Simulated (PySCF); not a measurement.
Record of a relaxation.

WO(OMe)3, C3H9O4W (doublet state).
Bonds: W1–O2, W1–O3, W1–O8, W1–O13, O3–C4, O8–C9, O13–C14. Hydrogens: H5, H6, H7 on C4; H10, H11, H12 on C9; H15, H16, H17 on C14.

Method: PBE0-D3(BJ)/def2-SVP geometry optimisation, gas phase, def2 core potentials past Kr in PySCF; unrestricted, density fitting, grid level 1; the optimiser is geomeTRIC in internal coordinates, started from a GFN1-xTB structure with every atom displaced at random (about 0.03 Å). 12 of its 20 geometries are shown. The frame can shift and turn from step to step; on so coarse a grid that alone can change the energy by a few meV, and forces under 0.02 eV/Å are noise.

Step 0: E = -13252.1731 eV, largest atomic force 6.185 eV/Å
```
atom  x, y, z in Å  |  force x, y, z in eV/Å
W1     -0.084    0.020    1.184   -3.350   2.866  -3.462
O2      0.559    0.171    2.702    1.347  -0.305   3.566
O3      1.234   -0.079   -0.094    3.499  -1.222  -1.237
C4      2.286   -1.146   -0.247   -6.159  -0.556   0.132
H5      2.672   -1.433    0.681    1.156  -0.105   1.831
H6      2.949   -0.861   -0.969    2.258   1.081  -2.034
H7      1.693   -2.053   -0.617    0.898   0.805   0.156
O8     -0.564    1.860    0.592   -0.433  -2.826   1.855
C9      0.011    2.798   -0.185    0.686  -0.807  -2.828
H10     0.522    3.545    0.380    0.586   1.085   0.713
H11    -0.766    3.268   -0.841    0.362   0.017   0.308
H12     0.770    2.302   -0.886   -0.563   0.727   0.521
O13    -1.503   -0.985    0.480    0.448  -0.232   1.495
C14    -2.313   -1.710   -0.338    0.393   0.207  -1.266
H15    -3.045   -2.295    0.207   -0.606  -0.143   0.263
H16    -1.691   -2.407   -0.926   -0.108  -0.177  -0.119
H17    -2.759   -0.997   -1.062   -0.415  -0.415   0.106
```

Step 2: E = -13253.2121 eV, largest atomic force 0.915 eV/Å
```
atom  x, y, z in Å  |  force x, y, z in eV/Å
W1     -0.188   -0.003    1.054   -0.413   0.151  -0.338
O2      0.396    0.002    2.654   -0.011  -0.329   0.325
O3      1.290    0.028   -0.137    0.545  -0.100  -0.117
C4      2.324   -0.931   -0.256   -0.900   0.166   0.008
H5      2.703   -1.214    0.738    0.324   0.077  -0.006
H6      3.101   -0.501   -0.898    0.280  -0.063   0.087
H7      1.934   -1.845   -0.735    0.097  -0.090  -0.087
O8     -0.533    1.770    0.529   -0.017   0.308  -0.007
C9      0.187    2.696   -0.220    0.256   0.253  -0.428
H10     0.708    3.417    0.434   -0.092  -0.006   0.030
H11    -0.500    3.247   -0.885   -0.044   0.047   0.118
H12     0.943    2.208   -0.861   -0.015  -0.048   0.104
O13    -1.633   -1.031    0.461   -0.029  -0.409   0.318
C14    -2.517   -1.797   -0.288    0.232  -0.075  -0.216
H15    -3.218   -2.342    0.364   -0.071   0.106  -0.001
H16    -1.963   -2.542   -0.889    0.004  -0.005   0.079
H17    -3.065   -1.161   -1.003   -0.145   0.018   0.131
```

Step 3: E = -13253.3054 eV, largest atomic force 0.668 eV/Å
```
atom  x, y, z in Å  |  force x, y, z in eV/Å
W1     -0.241   -0.031    0.948   -0.002   0.578  -0.098
O2      0.288   -0.152    2.570   -0.155  -0.117  -0.385
O3      1.324    0.060   -0.166   -0.488   0.130   0.185
C4      2.356   -0.866   -0.250    0.651   0.055   0.143
H5      2.746   -1.137    0.755   -0.056   0.013  -0.181
H6      3.192   -0.412   -0.821   -0.165  -0.144   0.106
H7      2.059   -1.791   -0.767   -0.111  -0.140  -0.067
O8     -0.505    1.798    0.452    0.189  -0.283  -0.008
C9      0.273    2.741   -0.245   -0.149   0.097   0.420
H10     0.761    3.427    0.476   -0.063  -0.094  -0.124
H11    -0.384    3.339   -0.893   -0.066   0.027  -0.053
H12     1.045    2.260   -0.853    0.155  -0.133  -0.112
O13    -1.700   -1.086    0.436    0.191  -0.079   0.082
C14    -2.620   -1.872   -0.253    0.034  -0.044   0.081
H15    -3.293   -2.377    0.460    0.036   0.034  -0.046
H16    -2.104   -2.643   -0.851    0.013   0.029   0.044
H17    -3.226   -1.258   -0.938   -0.012   0.071   0.012
```

Step 5: E = -13253.3328 eV, largest atomic force 0.115 eV/Å
```
atom  x, y, z in Å  |  force x, y, z in eV/Å
W1     -0.248    0.002    0.923   -0.059  -0.038  -0.054
O2      0.278   -0.179    2.533    0.017  -0.003   0.020
O3      1.317    0.068   -0.176    0.039   0.069   0.035
C4      2.333   -0.892   -0.246    0.048  -0.041  -0.034
H5      2.730   -1.141    0.755   -0.020   0.005  -0.008
H6      3.165   -0.491   -0.849   -0.050  -0.012  -0.001
H7      1.984   -1.826   -0.725    0.010   0.005   0.024
O8     -0.496    1.824    0.447    0.067   0.094  -0.006
C9      0.274    2.780   -0.233   -0.040  -0.048  -0.010
H10     0.744    3.469    0.488    0.002   0.005   0.008
H11    -0.384    3.369   -0.893    0.015  -0.011  -0.008
H12     1.065    2.301   -0.836   -0.015   0.021   0.010
O13    -1.676   -1.088    0.432   -0.002  -0.069   0.046
C14    -2.589   -1.884   -0.251   -0.024   0.042  -0.011
H15    -3.252   -2.396    0.465    0.004  -0.008   0.007
H16    -2.064   -2.647   -0.849   -0.003  -0.003  -0.013
H17    -3.209   -1.270   -0.925    0.010  -0.008  -0.006
```

Step 7: E = -13253.3381 eV, largest atomic force 0.145 eV/Å
```
atom  x, y, z in Å  |  force x, y, z in eV/Å
W1     -0.244    0.004    0.917   -0.032   0.024  -0.054
O2      0.297   -0.201    2.518    0.015   0.013   0.043
O3      1.323    0.072   -0.176    0.041   0.015   0.000
C4      2.323   -0.908   -0.244   -0.145   0.002  -0.003
H5      2.763   -1.100    0.749    0.052   0.001   0.033
H6      3.117   -0.556   -0.918    0.073   0.007  -0.046
H7      1.936   -1.865   -0.641    0.007  -0.014   0.001
O8     -0.478    1.836    0.452   -0.029  -0.076   0.060
C9      0.281    2.793   -0.231    0.019  -0.011  -0.054
H10     0.727    3.502    0.486    0.001   0.021   0.012
H11    -0.374    3.358   -0.914   -0.003   0.003   0.003
H12     1.091    2.323   -0.814    0.011  -0.004   0.004
O13    -1.670   -1.102    0.446   -0.003   0.006   0.031
C14    -2.590   -1.877   -0.250    0.007   0.005  -0.034
H15    -3.253   -2.399    0.458   -0.006   0.003   0.003
H16    -2.073   -2.633   -0.864   -0.002   0.002  -0.004
H17    -3.206   -1.248   -0.914   -0.005   0.000   0.004
```

Step 9: E = -13253.3473 eV, largest atomic force 0.202 eV/Å
```
atom  x, y, z in Å  |  force x, y, z in eV/Å
W1     -0.215   -0.009    0.945    0.117   0.015   0.020
O2      0.370   -0.228    2.529   -0.048   0.019  -0.004
O3      1.335    0.048   -0.177   -0.077  -0.049   0.007
C4      2.301   -0.965   -0.246   -0.053   0.072   0.026
H5      2.962   -0.934    0.637    0.042  -0.003  -0.021
H6      2.907   -0.814   -1.152    0.068  -0.013  -0.028
H7      1.851   -1.974   -0.300   -0.019  -0.020  -0.007
O8     -0.442    1.827    0.494   -0.117  -0.146   0.078
C9      0.282    2.777   -0.229    0.099   0.101  -0.055
H10     0.639    3.572    0.449   -0.017  -0.017  -0.015
H11    -0.367    3.240   -0.990   -0.019   0.003   0.008
H12     1.152    2.324   -0.732    0.020  -0.028  -0.002
O13    -1.653   -1.122    0.514   -0.004   0.065   0.013
C14    -2.593   -1.793   -0.261    0.038  -0.044  -0.050
H15    -3.290   -2.343    0.391   -0.012   0.020  -0.007
H16    -2.098   -2.520   -0.929    0.002   0.010   0.017
H17    -3.167   -1.087   -0.884   -0.020   0.015   0.019
```

Step 10: E = -13253.3507 eV, largest atomic force 0.118 eV/Å
```
atom  x, y, z in Å  |  force x, y, z in eV/Å
W1     -0.205   -0.018    0.971    0.109   0.003   0.029
O2      0.382   -0.224    2.557   -0.053   0.010  -0.030
O3      1.332    0.033   -0.171   -0.067  -0.043   0.021
C4      2.298   -0.979   -0.252    0.023   0.045  -0.007
H5      3.029   -0.888    0.570    0.005  -0.003  -0.028
H6      2.832   -0.888   -1.212    0.018  -0.006   0.009
H7      1.855   -1.992   -0.203   -0.014  -0.014  -0.004
O8     -0.439    1.813    0.514   -0.079  -0.071   0.043
C9      0.279    2.754   -0.231    0.072   0.088  -0.032
H10     0.610    3.577    0.426   -0.014  -0.025  -0.014
H11    -0.369    3.181   -1.015   -0.013  -0.001   0.004
H12     1.163    2.300   -0.708    0.008  -0.020   0.000
O13    -1.651   -1.121    0.542   -0.002   0.031   0.022
C14    -2.591   -1.753   -0.266    0.023  -0.031  -0.039
H15    -3.309   -2.306    0.360   -0.005   0.016  -0.005
H16    -2.101   -2.470   -0.947    0.002   0.008   0.015
H17    -3.144   -1.019   -0.876   -0.014   0.012   0.015
```

Step 12: E = -13253.3532 eV, largest atomic force 0.041 eV/Å
```
atom  x, y, z in Å  |  force x, y, z in eV/Å
W1     -0.195   -0.031    1.004    0.009   0.014  -0.008
O2      0.376   -0.215    2.599   -0.006  -0.003  -0.007
O3      1.328    0.011   -0.156   -0.005  -0.017   0.013
C4      2.305   -0.985   -0.264    0.032   0.002  -0.025
H5      3.085   -0.855    0.506   -0.013  -0.001   0.000
H6      2.783   -0.919   -1.256   -0.016   0.003   0.016
H7      1.885   -2.004   -0.156    0.001   0.003   0.001
O8     -0.443    1.792    0.532    0.004   0.017  -0.015
C9      0.271    2.721   -0.238   -0.003   0.003   0.006
H10     0.595    3.561    0.399    0.002  -0.004   0.000
H11    -0.381    3.123   -1.031    0.001   0.000   0.002
H12     1.158    2.257   -0.702   -0.005   0.002   0.000
O13    -1.652   -1.119    0.576    0.000  -0.028   0.030
C14    -2.591   -1.710   -0.266   -0.004   0.012  -0.009
H15    -3.334   -2.259    0.333    0.002  -0.001   0.001
H16    -2.102   -2.422   -0.953    0.000   0.001  -0.002
H17    -3.116   -0.948   -0.866    0.002  -0.001  -0.001
```

Step 14: E = -13253.3537 eV, largest atomic force 0.037 eV/Å
```
atom  x, y, z in Å  |  force x, y, z in eV/Å
W1     -0.194   -0.036    1.012   -0.019   0.013   0.002
O2      0.375   -0.212    2.607    0.013   0.001   0.009
O3      1.326    0.003   -0.150    0.008   0.012  -0.019
C4      2.312   -0.983   -0.270   -0.029  -0.008   0.022
H5      3.096   -0.847    0.494    0.012   0.001   0.006
H6      2.779   -0.908   -1.266    0.013   0.001  -0.018
H7      1.902   -2.005   -0.161    0.003  -0.001  -0.003
O8     -0.447    1.786    0.532    0.002  -0.002  -0.017
C9      0.264    2.713   -0.245   -0.009  -0.023   0.011
H10     0.601    3.549    0.390    0.005   0.008   0.003
H11    -0.398    3.120   -1.028   -0.001   0.004   0.001
H12     1.140    2.244   -0.721    0.000   0.003  -0.002
O13    -1.652   -1.130    0.598    0.001  -0.018   0.013
C14    -2.589   -1.703   -0.259    0.001   0.011  -0.005
H15    -3.342   -2.252    0.329    0.000  -0.002   0.001
H16    -2.101   -2.412   -0.949   -0.001  -0.001  -0.004
H17    -3.103   -0.929   -0.854    0.000  -0.002  -0.002
```

Step 16: E = -13253.3541 eV, largest atomic force 0.049 eV/Å
```
atom  x, y, z in Å  |  force x, y, z in eV/Å
W1     -0.191   -0.037    1.027    0.004  -0.008   0.026
O2      0.397   -0.188    2.618    0.001   0.005  -0.002
O3      1.314   -0.001   -0.153    0.001   0.030  -0.038
C4      2.310   -0.975   -0.283   -0.027  -0.011   0.040
H5      3.095   -0.835    0.481    0.011   0.002  -0.003
H6      2.772   -0.888   -1.279    0.015   0.000  -0.014
H7      1.912   -2.002   -0.178    0.000  -0.004  -0.004
O8     -0.464    1.778    0.530   -0.020  -0.027  -0.001
C9      0.236    2.704   -0.254    0.017   0.011   0.003
H10     0.603    3.528    0.381   -0.003  -0.001  -0.001
H11    -0.441    3.130   -1.013   -0.004   0.002   0.002
H12     1.094    2.232   -0.760    0.000  -0.003  -0.001
O13    -1.638   -1.159    0.644    0.004   0.005  -0.006
C14    -2.565   -1.706   -0.244    0.006  -0.004  -0.006
H15    -3.330   -2.264    0.318   -0.002   0.002  -0.001
H16    -2.070   -2.401   -0.943    0.001   0.000   0.003
H17    -3.064   -0.916   -0.830   -0.004   0.001   0.004
```

Step 17: E = -13253.3544 eV, largest atomic force 0.040 eV/Å
```
atom  x, y, z in Å  |  force x, y, z in eV/Å
W1     -0.189   -0.036    1.029    0.015  -0.018   0.026
O2      0.413   -0.171    2.617   -0.008   0.004  -0.008
O3      1.307    0.003   -0.164   -0.005   0.024  -0.028
C4      2.308   -0.967   -0.287   -0.002  -0.006   0.023
H5      3.083   -0.831    0.488    0.002   0.001  -0.007
H6      2.784   -0.870   -1.276    0.003  -0.001   0.001
H7      1.912   -1.997   -0.197   -0.002  -0.003  -0.001
O8     -0.479    1.773    0.525   -0.025  -0.028   0.006
C9      0.218    2.705   -0.256    0.026   0.030  -0.005
H10     0.599    3.519    0.384   -0.006  -0.007  -0.002
H11    -0.467    3.145   -1.000   -0.004  -0.001   0.002
H12     1.066    2.234   -0.780   -0.001  -0.005   0.000
O13    -1.627   -1.176    0.660    0.009   0.011  -0.012
C14    -2.548   -1.718   -0.238    0.002  -0.008  -0.003
H15    -3.314   -2.283    0.316   -0.002   0.003  -0.001
H16    -2.048   -2.406   -0.940    0.002   0.001   0.006
H17    -3.047   -0.925   -0.820   -0.003   0.002   0.005
```

Step 19: E = -13253.3547 eV, largest atomic force 0.022 eV/Å
```
atom  x, y, z in Å  |  force x, y, z in eV/Å
W1     -0.185   -0.037    1.022    0.005  -0.005   0.004
O2      0.426   -0.157    2.608   -0.007   0.002  -0.003
O3      1.302    0.013   -0.183   -0.003  -0.004   0.008
C4      2.310   -0.953   -0.287    0.017   0.004  -0.013
H5      3.072   -0.813    0.499   -0.006   0.001  -0.003
H6      2.802   -0.857   -1.269   -0.009  -0.001   0.009
H7      1.917   -1.984   -0.202    0.000   0.001   0.003
O8     -0.498    1.767    0.515   -0.007  -0.001   0.000
C9      0.199    2.710   -0.254    0.009   0.014  -0.002
H10     0.582    3.514    0.398   -0.002  -0.004  -0.001
H11    -0.489    3.162   -0.988   -0.001  -0.002   0.001
H12     1.045    2.246   -0.787   -0.003  -0.001   0.000
O13    -1.613   -1.192    0.659    0.009  -0.003  -0.009
C14    -2.533   -1.739   -0.236   -0.007   0.000   0.006
H15    -3.294   -2.309    0.320    0.001   0.000   0.000
H16    -2.030   -2.423   -0.940    0.001   0.000   0.001
H17    -3.040   -0.948   -0.815    0.001   0.000   0.000
```

Q: Summarise the path.

A: The energy falls by 114.01 kJ/mol from step 0 to step 19; nine tenths of that is first reached at step 3. It falls at every step. The largest force goes from 6.185 to 0.022 eV/Å. Among the bonds O3–C4 changes most, from 1.506 to 1.400 Å; the atoms move by 0.328 Å rms after alignment.

Q: Follow the three bonds and two angles with the largest change from start to end.

A: 
```tsv
step	E above end (kJ/mol)	largest force (eV/Å)	O3–C4 (Å)	W1–O8 (Å)	C4–H6 (Å)	O2–W1–O13 (°)	O3–W1–O13 (°)
0	114.01	6.185	1.506	1.992	1.021	133.4	104.6
1	46.91	3.588	1.470	1.947	1.066	130.2	108.4
2	13.76	0.915	1.415	1.881	1.096	124.4	114.3
3	4.76	0.668	1.389	1.913	1.111	117.4	120.2
4	2.69	0.263	1.399	1.894	1.108	115.7	119.4
5	2.11	0.115	1.399	1.900	1.104	115.1	119.7
6	1.85	0.105	1.401	1.903	1.101	114.5	120.1
7	1.60	0.145	1.402	1.904	1.099	114.2	120.2
8	1.13	0.182	1.402	1.905	1.099	113.8	120.7
9	0.71	0.202	1.402	1.904	1.100	113.7	120.4
10	0.39	0.118	1.401	1.901	1.102	114.1	120.0
11	0.19	0.067	1.400	1.900	1.104	114.5	119.4
12	0.15	0.041	1.400	1.900	1.103	114.4	119.6
13	0.12	0.031	1.400	1.900	1.102	114.1	119.8
14	0.10	0.037	1.399	1.901	1.102	114.0	119.8
15	0.08	0.056	1.399	1.901	1.102	113.9	119.7
16	0.06	0.049	1.399	1.901	1.102	113.9	119.6
17	0.03	0.040	1.399	1.901	1.102	114.0	119.3
18	0.01	0.038	1.400	1.900	1.103	114.2	119.1
19	0.00	0.022	1.400	1.900	1.103	114.2	119.1
```

What follows is the cost of the whole optimisation. The run took 12 min on an Arm Neoverse V2 with one thread, no GPU, shared host with 96 logical CPUs at a one-minute load of 47, and the process peaked at 0.92 GiB of memory.
